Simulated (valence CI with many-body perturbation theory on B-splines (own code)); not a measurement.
# Os XXXVI: what the settings do

Computed by valence CI with perturbative core correlation (CI+MBPT): five valence electrons over a frozen Dirac-Fock core [Kr], radial functions for each j: 6 s, 6 p, 5 d, 5 f, 1 g, with the one-electron correlation potential Σ1, the two-electron term Σ2, the three-electron term Σ3, Breit, model QED; selected CI, second order for the rest, scaled by the run's own slope (own B-spline code, finite nucleus).

No measured spectrum was set against this ion. As an estimate, large intervals hold to a few tenths of a per cent, small ones and those within an open d or f shell to about a per cent. Only levels of the ground parity were solved; by the run's estimate the other parity begins above the list, which can be wrong where configurations are misplaced.

The reference run has the lowest level (4d3/2^4 4d5/2) J=5/2 and an ionisation energy of 1529.03 eV. Its largest variational space holds 9999 state functions.

Levels are named by their leading jj configuration (3d3/2^4 stands for four electrons in 3d with j = 3/2), which in mixed levels can hold well under half, so a name can repeat and another be missing. Letters in brackets count levels of one name in rising energy.

Changed runs:
A. cutoff of virtual states (hartree) 11552 → 2670
B. logarithmic knot step 0.27 → 0.2
C. scale of Σ1 1 → 0
D. box radius (bohr) 4.148 → 0.34 (bad on purpose)

Excitation energies of the reference run in cm⁻¹, and shifts in cm⁻¹:

| Level | Reference | A | B | C |
| --- | --- | --- | --- | --- |
| (4d3/2^3 4d5/2^2) J=5/2 [a] | 122700 | -16 | +0.3 | -762 |
| (4d3/2^3 4d5/2^2) J=7/2 [a] | 161595 | -16 | +0.3 | -755 |
| (4d3/2^3 4d5/2^2) J=3/2 [a] | 165927 | -16 | +0.3 | -756 |
| (4d3/2^3 4d5/2^2) J=11/2 | 169775 | -16 | +0.3 | -776 |
| (4d3/2^3 4d5/2^2) J=9/2 | 182812 | -16 | +0.5 | -785 |
| (4d3/2^3 4d5/2^2) J=5/2 [b] | 191823 | -17 | +0.6 | -801 |
| (4d3/2^3 4d5/2^2) J=1/2 | 199785 | -17 | +0.4 | -824 |
| (4d3/2^3 4d5/2^2) J=7/2 [b] | 207323 | -16 | +0.3 | -777 |
| (4d3/2^3 4d5/2^2) J=3/2 [b] | 254836 | -18 | +0.4 | -851 |
| (4d3/2^2 4d5/2^3) J=5/2 [a] | 283150 | -31 | +0.4 | -1479 |
| (4d3/2^2 4d5/2^3) J=7/2 [a] | 308387 | -32 | +0.6 | -1536 |
| (4d3/2^2 4d5/2^3) J=11/2 | 313877 | -32 | +0.4 | -1554 |
| Ionisation energy (eV) | 1529.03 | -0.01 | +0.0023 | -2.63 |

Run D: It gave no result. The program said: "index 3 is out of bounds for axis 0 with size 3".
